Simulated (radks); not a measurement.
Neutral iridium inside a hard spherical wall (all orbitals vanish at R), configuration held at [Xe] 4f14 5d7 6s2 and not refilled when levels cross. Method: scalar-relativistic Kohn-Sham, LDA (Slater exchange, Perdew-Wang correlation), spin-polarised, spherical densities, finite nucleus; open shells are filled with parallel spins first (spin-orbit coupling, left out, can overturn this in heavy ions); Fermi nuclear charge, rms radius 5.4032 fm; computed with a radial shooting solver on a logarithmic mesh with Libxc functionals. Eigenvalues in eV for spin up, with the zero of energy where the potential of the charges vanishes at infinity; a dash marks a level that is unbound or too diffuse for the functional's potential to be trusted. A positive occupied level is held by the wall or, in an anion where self-interaction has pushed it up, behind a barrier. The pressure on the wall is -dE/dV.

R (bohr) = free: E (hartree) -17814.1068; kinetic (hartree) 19790.990; e(4f) -62.600; e(5p) -55.583; e(5d) -8.061; e(6s) -6.953; e(6p, empty) -1.485; e(7s, empty) -0.022; pressure (GPa) 0
R (bohr) = 20: E (hartree) -17814.1068; kinetic (hartree) 19790.990; e(4f) -62.600; e(5p) -55.583; e(5d) -8.061; e(6s) -6.953; e(6p, empty) -1.485; e(7s, empty) 0.096; pressure (GPa) < 0.0001
R (bohr) = 8: E (hartree) -17814.1050; kinetic (hartree) 19791.009; e(4f) -62.496; e(5p) -55.479; e(5d) -7.964; e(6s) -6.861; e(6p, empty) -1.106; e(7s, empty) 3.637; pressure (GPa) 0.0921
R (bohr) = 6: E (hartree) -17814.0795; kinetic (hartree) 19791.195; e(4f) -61.742; e(5p) -54.746; e(5d) -7.292; e(6s) -6.158; e(6p, empty) 0.416; e(7s, empty) 10.584; pressure (GPa) 2.40
R (bohr) = 5: E (hartree) -17813.9994; kinetic (hartree) 19791.661; e(4f) -60.238; e(5p) -53.326; e(5d) -6.003; e(6s) -4.633; e(6p, empty) 3.066; e(7s, empty) 20.175; pressure (GPa) 14.0
R (bohr) = 4: E (hartree) -17813.6534; kinetic (hartree) 19793.342; e(4f) -56.045; e(5p) -49.537; e(5d) -2.471; e(6s) 0.211; e(6p, empty) 10.497; e(7s, empty) 42.974; pressure (GPa) 99.5
R (bohr) = 3.5: E (hartree) -17813.1250; kinetic (hartree) 19795.637; e(4f) -51.542; e(5p) -45.646; e(5d) 1.391; e(6s) 6.243; e(6p, empty) 19.141; e(7s, empty) 66.512; pressure (GPa) 299
R (bohr) = 3: E (hartree) -17811.8506; kinetic (hartree) 19800.818; e(4f) -43.595; e(5p) -39.045; e(5d) 8.525; e(6s) 18.733; e(6p, empty) 36.164; e(7s, empty) 108.68; pressure (GPa) 1020
R (bohr) = 2: E (hartree) -17797.3909; kinetic (hartree) 19854.417; e(4f) 2.644; e(5p) 0.616; e(5d) 57.965; e(6s) 122.66; e(6p, empty) 162.26; e(7s, empty) 373.59; pressure (GPa) 22900
R (bohr) = 1.5: E (hartree) -17752.6893; kinetic (hartree) 20002.939; e(4f) 77.892; e(5p) 84.728; e(5d) 163.37; e(6s) 356.25; e(6p, empty) 421.06; e(7s, empty) 858.47; pressure (GPa) 186000
